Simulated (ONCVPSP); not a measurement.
calcium: one change to an ONCV potential, before and after

calcium (Ca), optimised norm-conserving Vanderbilt (ONCV), made with ONCVPSP 4.0.1 (BLYP, fully relativistic). Core [Ne], reference 3s2 3p6 4s2. Waves: 3s+4s: rc 1.50 bohr, ncon 3, nbas 8, qcut 9.1 1/bohr, 2 projectors; 3p: rc 1.75 bohr, ncon 4, nbas 9, qcut 9.4 1/bohr, 2 projectors, debl 2.1 Ha; d scattering state at 0.05 Ha: rc 1.40 bohr, ncon 3, nbas 8, qcut 6.8 1/bohr, 2 projectors, debl 3.5 Ha. Local part: polynomial inside 1.35 bohr (lpopt 5, dvloc0 -1 Ha). Core correction: polynomial model core, fcfact 0.6.

Open shells are filled in proportion to 2j + 1.

Change: p: rc 2.56.

Cutoffs: the cutoffs (Ha) at which the residual kinetic energy of the hardest occupied pseudo-wave falls to 1 and 0.1 mHa per electron; they do not see the model core or the augmentation charge, which bear on the density cutoff. Errors are all-electron minus pseudo energies relative to the spin-unpolarised reference configuration.

Task: How do hardness, ghosts and transferability respond?

Result: The potential gets neither clearly harder nor softer (25 Ha and 30 Ha → 25 Ha and 30 Ha); of the 4 tests that both files solve, the error grows in 2 and shrinks in 0 by more than 15 % and 0.3 meV (median size 0.1 → 0.2 meV); neither file shows a bound ghost.

| quantity | base | changed |
| --- | --- | --- |
| cutoff, loose | 25 Ha | 25 Ha |
| cutoff, tight | 30 Ha | 30 Ha |
| loose cutoff by channel | s 25 Ha, p 15 Ha | s 25 Ha, p 16 Ha |
| bound ghosts | none | none |
| GHOST(+) flags under 300 eV | none | none |
| error for 3s2 3p6 4s1, meV [ΔE 6.23 eV] | +0.1 | 0.0 |
| error for 3s2 3p6 4s0, meV [ΔE 18.19 eV] | +0.2 | -1.0 |
| error for 3s2 3p6 4s1.5, meV [ΔE 2.44 eV] | 0.0 | 0.0 |
| error for 3s2 3p6 4s1 4p1, meV [ΔE 2.47 eV] | +0.1 | +0.4 |
| s: phases at 1.53 bohr within 0.05 rad from the reference energy up to (Ha; the scan ends near 5) | to the end of the scan | to the end of the scan |
| d5/2: phases at 1.42 bohr within 0.05 rad from the reference energy up to (Ha; the scan ends near 5) | to the end of the scan | to the end of the scan |
| d3/2: phases at 1.42 bohr within 0.05 rad from the reference energy up to (Ha; the scan ends near 5) | to the end of the scan | to the end of the scan |
| rms error of d²Exc/dni dnj with the model core, mHa | 4.92 | 5.10 |

Base: The cutoffs count occupied waves only; projector 2 of the d channel, the hardest unoccupied one, needs 133 Ha at the loose tolerance. Changed file: The cutoffs count occupied waves only; projector 2 of the d channel, the hardest unoccupied one, needs 133 Ha at the loose tolerance.
